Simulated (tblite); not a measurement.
C4H12O2SSi2.
Z-matrix (Å and degrees, GFN2-xTB geometry), rows numbered from 1:
```
C 
C   1  1.5220
C   2  1.5276  1  113.47
S   3  1.8394  2  109.84  1    61.19
Si  4  2.1473  3   96.69  2    90.85
C   3  1.5456  2  112.83  1   -61.26
O   6  1.3967  3  108.93  2  -133.27
Si  7  1.6301  6  112.79  3     8.52
O   3  1.3938  2  109.51  1   178.77
H   1  1.0871  2  110.04  3   -56.08
H   1  1.0869  2  109.77  3  -175.78
H   1  1.0871  2  111.27  3    63.97
H   2  1.0923  1  109.56  3   120.51
H   2  1.0940  1  110.63  3  -120.89
H   5  1.4558  4  100.92  3  -166.07
H   5  1.4550  4  110.26  3    75.54
H   5  1.4559  4  108.68  3   -48.82
H   6  1.0950  3  110.28  2   -14.35
H   6  1.0924  3  110.76  2   106.76
H   8  1.4518  7  113.24  6   108.30
H   8  1.4523  7  109.66  6  -117.64
```

Computed with GFN2-xTB (tblite): harmonic, unscaled wavenumbers at the GFN2-xTB geometry, gas phase. The method is semi-empirical: single wavenumbers can be off by several per cent or more. Modes of hydrogen on silicon can be 10 to 20 % off. One conformer, not necessarily the lowest.

Harmonic wavenumbers (cm⁻¹): 45.4, 70.4, 105.1, 114.5, 136.5, 179.1, 202.2, 208.0, 290.8, 295.6, 388.9, 397.6, 480.5, 500.5, 521.2, 535.9, 553.6, 590.0, 616.2, 669.9, 725.6, 757.5, 772.2, 787.6, 802.7, 821.0, 825.2, 837.4, 887.5, 975.4, 1009.7, 1074.4, 1107.1, 1117.5, 1135.8, 1166.0, 1198.4, 1245.6, 1309.4, 1325.6, 1414.5, 1468.8, 1484.9, 1494.0, 1499.4, 2320.2, 2326.8, 2337.5, 2347.9, 2379.2, 2924.0, 2952.2, 2969.1, 2981.3, 3040.9, 3043.9, 3048.5.

A = 1216, B = 970.9, C = 675.5 MHz; mass 180.010 u (most abundant isotopes); point group C1, symmetry number 1.

**Question.** Zero-point energy?

**Answer.** ½Σν̃ = 33408 cm⁻¹ = 95.52 kcal/mol.

**Question.** What is S at 400 K and 1 bar for an ideal gas of classical rigid rotors and harmonic oscillators?

**Answer.** Translation 42.96, rotation 31.25, vibration 50.15: S = 124.4 cal/(mol K).

**Question.** And Cp and H(400 K) − H(0)?

**Answer.** Cp = 59.16 cal/(mol K), of which vibrations give 51.21 (their classical limit is 57 R = 113.3); H(400 K) − H(0) = 13.73 kcal/mol without the zero-point energy, 10.55 from vibrations.

**Question.** Which modes carry the vibrational entropy at 400 K?

**Answer.** 45.4 cm⁻¹: 5.59; 70.4 cm⁻¹: 4.72; 105.1 cm⁻¹: 3.93; 114.5 cm⁻¹: 3.76; 136.5 cm⁻¹: 3.42; 179.1 cm⁻¹: 2.90 cal/(mol K); the other 51 give 25.83 together.

**Question.** What must be added to the electronic energy to get the Gibbs energy at 400 K and 1 bar?

**Answer.** ZPE + [H(400 K) − H(0)] − T·S = 95.52 + 13.73 − 49.74 = 59.51 kcal/mol.

Hindered rotation and anharmonicity are outside this model. Other conformers, if any are populated, would add a mixing term that is left out. The structure is chiral; the term R ln 2 for an equal mix with its mirror image is left out.
